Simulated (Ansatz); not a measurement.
# A geometry optimisation of C6H9AlO with r2SCAN-D4/def2-SVP

The starting geometry of this gas-phase singlet was optimised with GFN2-xTB.

```xyz
17

C    -1.0491   -0.9181    2.4661
C     0.1010    0.1041    2.5270
C     0.3241   -0.3052   -0.9098
C    -0.0910   -0.8788   -2.0755
C    -1.2380   -0.1824   -2.5375
C    -1.4899    0.8011   -1.6378
Al    0.7408    0.7069    0.7221
O    -0.5793    0.7573   -0.6548
H    -1.9510   -0.4607    2.0600
H    -1.2851   -1.3106    3.4556
H    -0.7840   -1.7573    1.8229
H    -0.2070    0.9443    3.1655
H     0.9395   -0.3554    3.0712
H     1.5837    1.9796    0.5023
H     0.3695   -1.7156   -2.5640
H    -1.7960   -0.3942   -3.4283
H    -2.2518    1.5566   -1.5933
```

Question: Predict what it relaxes into with r2SCAN-D4/def2-SVP.

Answer: A bond breaks, leaving `C[CH2][AlH][c]1ccco1`. Contacts that open: Al7–O8 (1.91 → 2.90 Å).

The energy falls by 0.73 eV over 39 steps:

| step | E − E(last) (eV) |
| --- | --- |
| 1 | 0.729 |
| 5 | 0.439 |
| 9 | 0.266 |
| 14 | 0.108 |
| 18 | 0.022 |
| 22 | 0.006 |
| 26 | 0.003 |
| 31 | 0.001 |
| 35 | 0.000 |
| 39 | 0.000 |

Final geometry (Å):

```xyz
17

C    -1.2067   -0.3425    2.7190
C     0.3052   -0.1160    2.5851
C    -0.1233    0.0392   -0.7905
C     0.1221    0.1629   -2.1489
C    -1.1183    0.0269   -2.8360
C    -2.0581   -0.1734   -1.8573
Al    1.0249    0.1049    0.7748
O    -1.4886   -0.1694   -0.6388
H    -1.7842    0.4937    2.2927
H    -1.5202   -0.4552    3.7712
H    -1.5333   -1.2470    2.1808
H     0.6149    0.7712    3.1742
H     0.8625   -0.9471    3.0632
H     2.5725    0.3473    0.4918
H     1.1011    0.3344   -2.5977
H    -1.2981    0.0703   -3.9092
H    -3.1358   -0.3286   -1.8828
```

The end wasn't checked by frequencies. Run with Ansatz 0.2.0, 110 s on 4 threads of Arm Neoverse V2 (shared host).
